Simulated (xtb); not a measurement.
C$_{2}$H$_{6}$Cl$_{2}$Sn, charge +1, doublet, from a rough starting geometry (GFN-xTB shapes and energies of metal compounds can be far from the true ones) (a state made from the parent by changing its charge; the spin is typed, not shown lowest); GFN2-xTB (xtb).

Input for xtb:
```
$ xtb mol.xyz --gfn 2 --chrg 1 --uhf 1 --opt vtight --json

# file mol.xyz
11

C      1.87949553    -0.67281957     0.32886967
Sn     0.01537771     0.63006152     0.14592605
C     -1.88867683    -0.32542536    -0.47675582
Cl     0.45745311     2.31647063    -1.38130421
Cl    -0.18761734     1.67804842     2.13339707
H      1.64307878    -1.47301571     1.03168589
H      2.69630502    -0.00880914     0.63844560
H      2.15596769    -1.04490058    -0.69622424
H     -2.50806694     0.51575828    -0.90090087
H     -2.40592938    -0.69283041     0.37945955
H     -1.72743680    -1.07629896    -1.18501101
```

**Question.** Predict the main parts of the log of this xtb run.

**Answer.** 
```
   ID    Z sym.   atoms
    1    6 C      1, 3
    2   50 Sn     2
    3   17 Cl     4, 5
    4    1 H      6-11

           -------------------------------------------------
          |                Calculation Setup                |
           -------------------------------------------------

           -------------------------------------------------
          |                 G F N 2 - x T B                 |
           -------------------------------------------------

          ...................................................
          :                      SETUP                      :
          :.................................................:
          :  # basis functions                  44          :
          :  # atomic orbitals                  41          :
          :  # shells                           19          :
          :  # electrons                        31          :
          :  max. iterations                   250          :
          :  Hamiltonian                  GFN2-xTB          :
          :  restarted?                      false          :
          :  GBSA solvation                  false          :
          :  PC potential                    false          :
          :  electronic temp.          300.0000000     K    :
          :  accuracy                    1.0000000          :
          :  -> integral cutoff          0.2500000E+02      :
          :  -> integral neglect         0.1000000E-07      :
          :  -> SCF convergence          0.1000000E-05 Eh   :
          :  -> wf. convergence          0.1000000E-03 e    :
          :  Broyden damping             0.4000000          :
          :  net charge                          1          :
          :  unpaired electrons                  1          :
          ...................................................

 iter      E             dE          RMSdq      gap      omega  full diag
   1    -15.8302655 -0.158303E+02  0.103E+01    3.58       0.0  T
   2    -13.9546470  0.187562E+01  0.171E+01    6.85       1.0  T
   3    -17.7508493 -0.379620E+01  0.722E+00    3.58       1.0  T
   4    -17.9806682 -0.229819E+00  0.538E+00    3.53       1.0  T
   5    -18.0795932 -0.989250E-01  0.347E+00    3.49       1.0  T
   6    -18.1778423 -0.982490E-01  0.168E+00    3.44       1.0  T
   7    -18.1733826  0.445964E-02  0.156E+00    3.44       1.0  T
   8    -18.1872759 -0.138932E-01  0.845E-01    3.45       1.0  T
[...]
 * total energy  :   -18.0856972 Eh     change       -0.2923432E-06 Eh
 * total energy  :   -18.0856974 Eh     change       -0.2404672E-06 Eh
 * total energy  :   -18.0856976 Eh     change       -0.2054802E-06 Eh
 * total energy  :   -18.0856977 Eh     change       -0.1006538E-06 Eh
 * total energy  :   -18.0856979 Eh     change       -0.1989217E-06 Eh
 * total energy  :   -18.0856982 Eh     change       -0.2768810E-06 Eh
 * total energy  :   -18.0856985 Eh     change       -0.3227182E-06 Eh
 * total energy  :   -18.0856989 Eh     change       -0.3689361E-06 Eh
 * total energy  :   -18.0856993 Eh     change       -0.4031529E-06 Eh
 * total energy  :   -18.0856996 Eh     change       -0.3682686E-06 Eh
 * total energy  :   -18.0856999 Eh     change       -0.2361749E-06 Eh
 * total energy  :   -18.0857000 Eh     change       -0.8011386E-07 Eh
   *** GEOMETRY OPTIMIZATION CONVERGED AFTER 52 ITERATIONS ***
         :: total energy             -18.085699965292 Eh    ::
[...]

 Mol. C6AA /au·bohr⁶  :       3009.248302
 Mol. C8AA /au·bohr⁸  :     166790.672726
 Mol. α(0) /au        :         90.051201

Wiberg/Mayer (AO) data.
largest (>0.10) Wiberg bond orders for each atom

 ---------------------------------------------------------------------------
     #   Z sym  total        # sym  WBO       # sym  WBO       # sym  WBO
 ---------------------------------------------------------------------------
     1   6 C    3.854 --     6 H    0.949     8 H    0.949     7 H    0.946
                             2 Sn   0.495     4 Cl   0.198     5 Cl   0.198
                             3 C    0.114
     2  50 Sn   3.085 --     5 Cl   0.968     4 Cl   0.968     3 C    0.495
                             1 C    0.495
     3   6 C    3.854 --    11 H    0.949    10 H    0.949     9 H    0.946
                             2 Sn   0.495     4 Cl   0.198     5 Cl   0.198
                             1 C    0.114
     4  17 Cl   1.548 --     2 Sn   0.968     3 C    0.198     1 C    0.198
                             5 Cl   0.168
     5  17 Cl   1.548 --     2 Sn   0.968     3 C    0.198     1 C    0.198
                             4 Cl   0.168
     6   1 H    0.981 --     1 C    0.949
     7   1 H    0.981 --     1 C    0.946
     8   1 H    0.981 --     1 C    0.949
     9   1 H    0.981 --     3 C    0.946
    10   1 H    0.981 --     3 C    0.949
    11   1 H    0.981 --     3 C    0.949
 ---------------------------------------------------------------------------

Topologies differ in total number of bonds
Writing topology from bond orders to xtbtopo.mol

molecular dipole:
                 x           y           z       tot (Debye)
 q only:        0.016      -0.144      -0.019
   full:        0.030       0.136       0.034       0.364
molecular quadrupole (traceless):
                xx          xy          yy          xz          yz          zz
 q only:        7.380      -1.000      -2.799       2.559       0.200      -4.582
  q+dip:        4.504      -0.595      -1.034       1.726       0.378      -3.470
   full:        5.866      -0.778      -1.355       2.247       0.486      -4.511

optimized geometry written to: xtbopt.xyz

           -------------------------------------------------
          | TOTAL ENERGY              -18.085699965292 Eh   |
          | GRADIENT NORM               0.000045269184 Eh/α |
          | HOMO-LUMO GAP               3.005284224425 eV   |
           -------------------------------------------------
```
